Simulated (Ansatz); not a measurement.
Consider the redistribution: `O[SiH](F)CF` + `[CH3][Ge][NH2]` → `N[Si](O)(F)CF` + `[CH3][GeH]`.

Isolated molecules relaxed with PBE0-D4/def2-TZVP in Ansatz; ΔE leaves out vibrations. CBS: MP2 limit from def2 TZ/QZ plus the TZ coupled-cluster correction, frozen cores. DFT in def2-TZVPP. HSE06 is defined as in plane-wave codes. For Ge outer-core shells are correlated without core-valence functions, which leaves a few kJ/mol of doubt a bond. Scalar relativity is left out up to krypton. One conformer a species, not always the lowest.

Problem. Is it downhill or uphill in electronic energy at CCSD(T)/CBS, and by how much? (Estimate.)

Solution. Computed: Uphill: ΔE = +2.6 kcal/mol.

Problem. What do these levels give: LDA (SPW92), revPBE-D4, BLYP-D4, PBE0-D4, r2SCAN0-D4, HSE06-D4, BHLYP-D4, PBE-QIDH, r2SCANh, HSE06, MP2/def2-SVP, CCSD/CBS(def2)? (Estimate.)

Solution. Computed: LDA (SPW92) 3.3, revPBE-D4 3.3, BLYP-D4 3.8, PBE0-D4 1.8, r2SCAN0-D4 1.1, HSE06-D4 1.9, BHLYP-D4 0.3, PBE-QIDH 1.9, r2SCANh 2.2, HSE06 2.2, MP2/def2-SVP 4.7, CCSD/CBS(def2) 1.6 kcal/mol.

Largest T1 diagnostic among the species: 0.014.

From BLYP to BHLYP (50 % exact exchange), in def2-TZVPP and without D4, ΔE moves by −3.9 kcal/mol. At CCSD(T), def2-SVP lies +1.4 kcal/mol from the extrapolated value and def2-TZVPP −0.3 kcal/mol.
